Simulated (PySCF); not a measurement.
**Radial density of I⁺ (iodine, charge +1)**

r2SCAN0, [Kr] 4d10 5s2 5p4, high-spin 3P determinant. Calculation: PySCF 2.14, in aug-cc-pVQZ-PP with ECP28MDF (7s7p5d3f2g, 92 functions); a scalar-relativistic core potential. This is the valence pseudo-density: the core potential removes the inner electrons and smooths the orbitals near the nucleus.

| r (bohr) | 4πr²ρ (e/bohr) | 4πr²(ρα − ρβ) |
| --- | --- | --- |
| 0.00207 | 1.488e-05 | 0.0000 |
| 0.00348 | 4.037e-05 | 0.0000 |
| 0.00586 | 0.0001031 | 0.0000 |
| 0.00986 | 0.0002381 | 0.0000 |
| 0.0166 | 0.0004958 | 0.0000 |
| 0.0279 | 0.0008651 | 0.0000 |
| 0.0469 | 0.001354 | 0.0000 |
| 0.0789 | 0.003271 | 0.0001 |
| 0.133 | 0.02257 | 0.0003 |
| 0.223 | 0.2851 | 0.0034 |
| 0.375 | 4.609 | 0.0622 |
| 0.632 | 25.54 | 0.2326 |
| 1.06 | 14.83 | 0.0238 |
| 1.79 | 4.588 | 1.1176 |
| 3.01 | 1.341 | 0.5207 |
| 5.06 | 0.04528 | 0.0168 |
| 8.50 | 8.822e-05 | 0.0000 |

Energies and moments cover only the electrons outside the core potential.
